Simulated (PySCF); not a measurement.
# Spinor energies of Ga (gallium, neutral)

Start: [Ar] 3d10 4s1 4p2; 4s1/2 filled at m_j = +1/2; 4p3/2 filled at m_j = +1/2, +3/2. Calculated with PySCF 2.14 in x2c-TZVPall-2c with one added diffuse shell each of s, p, d type (7s8p5d1f, 63 functions): generalised Hartree-Fock with the X2C-1e Hamiltonian and a Gaussian nucleus; one run each with spin-orbit coupling (SO) switched off, then screened by Boettger's factors. This is a chosen level, not necessarily the ground level.

| spinor shell | electrons | ε, spin-free (eV) | ε, screened SO (eV) | weight of nominal j (screened SO) | rms radius, screened SO (bohr) |
| --- | --- | --- | --- | --- | --- |
| 1s1/2 | 2 | -10442.8 | -10442.6 | 1.000 | 0.0560 |
| 2s1/2 | 2 | -1342.5 | -1342.4 | 1.000 | 0.235 |
| 2p1/2 | 2 | -1164.3 | -1183.3 | 1.000 | 0.209 |
| 2p3/2 | 4 | -1164.3 | -1155.2 | 1.000 | 0.212 |
| 3s1/2 | 2 | -180.29 | -180.31 | 1.000 | 0.699 |
| 3p1/2 | 2 | -124.48 | -127.12 | 0.999 | 0.730 |
| 3p3/2 | 4 | -124.48 | -123.25 | 1.000 | 0.740 |
| 3d3/2 | 4 | -33.057 | -33.395 | 0.987 | 0.893 |
| 4s1/2 | 1 | -15.590 | -15.600 | 0.999 | 2.58 |
| 4p3/2 | 2 | -7.186 | -7.172 | 0.824 | 3.41 |

(1) Where does 3d5/2 lie, and what is the 3d spin-orbit splitting (screened SO)?

| quantity | spin-free | screened SO |
| --- | --- | --- |
| E (hartree) | -1942.01262 | -1942.07423 |
| M_J | 5/2 | 5/2 |
| ⟨J²⟩ | 8.758 | 8.758 |
| ⟨L²⟩ | 2.005 | 2.009 |
| ⟨S²⟩ | 3.753 | 3.753 |

Each row is a mean over spinors that exchange with the open shell spreads, by up to 0.461 eV (3s1/2).

Rows whose weight is well below 1 are mixtures of j = l ± 1/2: exchange outweighs spin-orbit coupling there, and the label is only the starting occupation.

Without spin-orbit coupling the j labels of p, d and f shells carry no meaning; the spin-free column gives the mean over the occupied spinors of each nl shell.

Answers

(1) At -32.879 eV, 0.516 eV above 3d3/2.
